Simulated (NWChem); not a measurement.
CH$_{4}$BBrO; SMILES CB(Br)O

```xyz
8

B      0.0722    -0.9747     0.0000
Br    -0.0128     1.0042     0.0000
C     -1.2470    -1.8133     0.0000
H     -1.8613    -1.5749     0.8772
H     -1.0387    -2.8882     0.0000
H     -1.8613    -1.5749    -0.8772
O      1.2889    -1.5546     0.0000
H      2.0202    -0.9172     0.0000
```
Atoms are numbered in this order, from 1.

Program: NWChem. Pople sets run with spherical d functions. Geometry: optimised at B3LYP/6-31G* (spherical d). Level M06-2X/6-31G*: energy and gradient on several grids; changes count from the extra-fine grid, which is no exact limit either.

| grid | size of the energy change (μHa) | largest change of a gradient component (μHa/bohr) |
|---|---|---|
| xcoarse | 20000 | 4000 |
| coarse | 300 | 500 |
| medium | 40 | 100 |
| fine | < 10 | < 30 |
| xfine | < 10 | < 30 |
